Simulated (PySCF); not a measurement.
H4Si2, SMILES [SiH][SiH3] (connectivity only; charge and spin as stated), neutral, multiplicity 1.

Geometry: ωB97X-D3(BJ)/def2-TZVP. The isomer is the one that the SMILES or the coordinates give; other isomers of the formula were not compared.

Vertical ionisation energy (IE) and electron affinity (EA) in eV. Rows of orbital energies are one-electron estimates. Where ΔSCF, EOM or ADC give a negative EA the extra electron is unbound and the value depends on the basis.

| level | IE | EA |
|---|---|---|
| −ε(HOMO), −ε(LUMO), PBE/def2-TZVPD (PySCF) | ? | ? |
| −ε(HOMO), −ε(LUMO), PBE0/def2-TZVPD (PySCF) | 6.64 | 3.38 |

### Question
Some entries are withheld; supply them. (An estimate is asked for; the answer gives what the named calculation found.)

### Answer

- −ε(HOMO), −ε(LUMO), PBE/def2-TZVPD (PySCF), IE: 5.68
- −ε(HOMO), −ε(LUMO), PBE/def2-TZVPD (PySCF), EA: 4.26
